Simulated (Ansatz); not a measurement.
Molecule: C₃H₆O₂Si, net charge 0, singlet state. SMILES: C(C([SiH3])=O)C=O
Structure (B3LYP-D3(BJ)/def2-TZVP (Ansatz, an electronic-structure program) minimum search):
```
C
O 1 1.2111
C 1 1.5262 2 119.52
H 3 1.0931 1 110.08 2 7.91
H 3 1.0994 4 106.78 1 117.21
C 3 1.5059 4 110.74 5 115.79
O 6 1.2051 3 124.03 4 142.42
H 6 1.1079 7 120.57 3 -179.72
Si 1 1.9388 2 119.13 3 179.84
H 9 1.4755 1 108.69 2 -81.36
H 9 1.4786 10 111.40 1 123.12
H 9 1.4804 10 109.90 11 121.99
```

Atomisation energy built up term by term with Ansatz (kcal/mol; UHF references for open shells; valence terms freeze the core; atomic spin-orbit terms are left out). CBS(X,Y): correlation extrapolated as X^-3; Hartree-Fock from the larger set.

```csv
term,basis,kcal/mol
Hartree-Fock,cc-pV(Q+d)Z,808.19
CCSD correlation,"CBS(cc-pV(T+d)Z,cc-pV(Q+d)Z)",306.59
(T),"CBS(cc-pV(T+d)Z,cc-pV(Q+d)Z)",23.58
core correlation,cc-pwCVTZ,3.67
scalar relativity (X2C),cc-pVTZ-DK against cc-pVTZ,-1.49
sum: De,,1140.5
```

(T) makes 2.1 % of the CCSD(T) atomisation energy; under 5 % is typical of single-reference molecules.
